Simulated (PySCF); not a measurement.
BiI₂, charge +1, singlet, at a GFN2-xTB geometry (such geometries of metal compounds can be far from the true shape) (core potentials on Bi, I), with bond 3-1 at 1.8 times its length; B3LYP/def2-TZVP (PySCF).

Input for PySCF:
```python
from pyscf import gto, scf, dft

mol = gto.Mole()
mol.atom = '''
    Bi    0.867673    0.431136    0.277186
    I    -1.008840    1.166166   -1.524757
    I    -1.324082   -3.659325    1.741463
'''
mol.basis = 'def2-tzvp'
mol.ecp = {'Bi': 'def2-tzvp', 'I': 'def2-tzvp'}
mol.charge = 1
mol.spin = 0
mol.verbose = 5
mol.build()

mf = dft.RKS(mol)
mf.xc = 'b3lyp'
mf.kernel()
mo_i, mo_e, stable_i, stable_e = mf.stability(internal=True, external=True, return_status=True, nroots=6, tol=1e-6)
print('internally stable:', stable_i, ' externally stable:', stable_e)
if not stable_e:
    umf = mf.to_uhf() if not hasattr(mf, 'xc') else mf.to_uks()
    umf.scf_summary = {}
    umf.kernel(umf.make_rdm1(mo_e, umf.mo_occ))
mf.analyze()
```

The log (banner, timings and long lists left out):

```
PySCF version 2.14.0

[INPUT] verbose = 5
[INPUT] max_memory = 4000
[INPUT] num. atoms = 3
[INPUT] num. electrons = 72
[INPUT] charge = 1
[INPUT] spin (= nelec alpha-beta = 2S) = 0
[INPUT] symmetry False subgroup None
[INPUT] Mole.unit = angstrom
[INPUT] Symbol           X                Y                Z      unit          X                Y                Z       unit  Magmom
[...]
[INPUT] ---------------- BASIS SET ----------------
[INPUT] l, kappa, [nprim/nctr], expnt,             c_1 c_2 ...
[INPUT] Bi
[...]
                                83.806059047      0.0017624768946
                                21.116962853      -0.21910983437
                                15.491448187      0.40411224931
[...]
                                6.6474255         0.97888046471
[...]
                                14.846176053      -0.85578637338
                                7.0636826784      0.40149159592
[...]
                                1.5020208499      0.6397699189
                                0.76732724388     0.32332773839
[...]
                                13.858426961      0.010746152442
                                7.0654519         -0.071947646845
                                2.5252144035      0.26195974989
                                1.3419585         0.4259475
                                0.68340941        0.33680325627
[...]
[INPUT] I
[...]
                                898.54238765      0.0015474041742
                                200.37237912      0.0042836684457
                                31.41805384       -0.039417936275
                                15.645987838      0.96086691992
[...]
                                6.4614458287      0.42495501835
[...]
                                20.061411349      0.066168450008
                                9.7631460485      -0.28554662348
[...]
                                3.6199503008      0.38914432482
                                2.023227309       0.65610817262
                                1.0367490559      0.31803551647
[...]
                                33.404240134      0.006837767577
                                17.805918203      -0.010308158997
                                4.8990510353      0.22670457658
                                2.4516753106      0.44180113937
                                1.1820693432      0.36775472225
[...]
nuclear repulsion = 231.757329735573
number of shells = 48
number of NR pGTOs = 281
[...]
converged SCF energy = -810.012508044488
<class 'pyscf.dft.rks.RKS'> wavefunction is stable in the internal stability analysis
<class 'pyscf.dft.rks.RKS'> wavefunction has an real -> complex instability
<class 'pyscf.dft.rks.RKS'> wavefunction has an RHF/RKS -> UHF/UKS instability
internally stable: True  externally stable: False
converged SCF energy = -810.04264569815  <S^2> = 1.0278393  2S+1 = 2.2608311
Total Energy =                        -810.012508044487959
[...]
2 I 7py         -0.00109  -0.00084  -0.00100   0.00040  -0.00036
2 I 7pz          0.00197  -0.00076  -0.00023  -0.00058   0.00067
2 I 8px          0.00095  -0.00139  -0.00098  -0.00022   0.00031
2 I 8py          0.00103   0.00047   0.00073  -0.00028   0.00033
2 I 8pz         -0.00179   0.00157   0.00052   0.00036  -0.00059
2 I 4dxy         0.00001   0.00001   0.00000  -0.00000   0.00000
2 I 4dyz        -0.00001   0.00000  -0.00000   0.00000  -0.00000
2 I 4dz^2       -0.00001  -0.00000  -0.00000   0.00000  -0.00000
2 I 4dxz        -0.00002  -0.00001  -0.00000   0.00000  -0.00000
2 I 4dx2-y2      0.00000  -0.00000   0.00000  -0.00000   0.00000
2 I 5dxy        -0.00064   0.00021   0.00054   0.00022  -0.00036
2 I 5dyz         0.00057   0.00022   0.00033  -0.00025   0.00044
2 I 5dz^2        0.00037   0.00016  -0.00001  -0.00015   0.00030
2 I 5dxz         0.00066  -0.00020  -0.00058  -0.00022   0.00050
2 I 5dx2-y2      0.00049   0.00028   0.00034  -0.00017   0.00018
2 I 6dxy         0.00065  -0.00024  -0.00051  -0.00019   0.00028
2 I 6dyz        -0.00057  -0.00026  -0.00036   0.00022  -0.00034
2 I 6dz^2       -0.00037  -0.00015  -0.00001   0.00013  -0.00024
2 I 6dxz        -0.00067   0.00020   0.00052   0.00020  -0.00039
2 I 6dx2-y2     -0.00083  -0.00042  -0.00049   0.00026  -0.00037
2 I 4f-3        -0.00000   0.00001   0.00002  -0.00000  -0.00000
2 I 4f-2        -0.00001  -0.00001   0.00000   0.00000  -0.00001
2 I 4f-1        -0.00001  -0.00001  -0.00001   0.00000  -0.00001
2 I 4f+0         0.00001   0.00000  -0.00000  -0.00000   0.00001
2 I 4f+1        -0.00000  -0.00001  -0.00001   0.00000  -0.00000
2 I 4f+2         0.00001  -0.00001  -0.00001  -0.00000   0.00000
2 I 4f+3        -0.00002  -0.00001  -0.00001   0.00001  -0.00001
2 I 5f-3         0.00001  -0.00003  -0.00009   0.00000   0.00001
2 I 5f-2         0.00008   0.00003  -0.00001  -0.00002   0.00005
2 I 5f-1         0.00005   0.00003   0.00005  -0.00002   0.00003
2 I 5f+0        -0.00007  -0.00001   0.00002   0.00002  -0.00004
2 I 5f+1         0.00003   0.00002   0.00004  -0.00001   0.00001
2 I 5f+2        -0.00005   0.00002   0.00006   0.00001  -0.00002
2 I 5f+3         0.00012   0.00004   0.00004  -0.00003   0.00007

WARN: Weak orthogonality for localized orbitals 6.569372085632236e-09

WARN: System has nonzero charge 1; the dipole moment is origin-dependent.
Location of origin: [0. 0. 0.]

Dipole moment(X, Y, Z, Debye):  1.74175,  2.25666, -0.44685
```
